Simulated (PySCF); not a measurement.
## Molecular orbitals of RbCd⁺

BLYP at R = 3.862 Å; Rb def2-SVP with ECP28, Cd def2-SVP with ECP28; scalar-relativistic core potentials (PySCF 2.14). State: ¹Σ⁺ (singlet), closed shell. Only the outer orbitals are listed, counted within each symmetry, core potentials removing the inner ones.

| orbital | occ. | ε (eV) | on Rb (%) | main shells (%) |
| --- | --- | --- | --- | --- |
| 5σ | 2 | -15.34 | 0 | 100 Cd d |
| 3π | 2 | -15.32 | 0 | 100 Cd d |
| 3π | 2 | -15.32 | 0 | 100 Cd d |
| 1δ | 2 | -15.29 | 0 | 100 Cd d |
| 1δ | 2 | -15.29 | 0 | 100 Cd d |
| 6σ | 2 | -9.48 | 3 | 96 Cd s |
| 7σ | 0 | -5.92 | 81 | 82 Rb s, 16 Cd p |
| 4π | 0 | -4.67 | 20 | 80 Cd p, 12 Rb p, 8 Rb d |
| 4π | 0 | -4.67 | 20 | 80 Cd p, 12 Rb p, 8 Rb d |

**Question.** Which are the highest filled and the lowest empty level, where do they sit, and how wide is the gap?

**Answer.** Highest filled 6σ at -9.48 eV (in %: 96 Cd s); lowest empty 7σ at -5.92 eV (in %: 82 Rb s, 16 Cd p); the gap at BLYP is 3.56 eV.

The bond order (Mayer) is 0.11 and the ⟨S²⟩ is 0.000. The charge on Rb (Mulliken, basis-dependent) is 0.94. The charge on Rb (Löwdin, basis-dependent) is 0.66 and the dipole moment (positive dipole points towards Cd; it is taken about the centre of mass and depends on that origin) is -8.38 D.

Closed-shell solutions of metal pairs were not tested for spin polarisation, which can lower them a little.
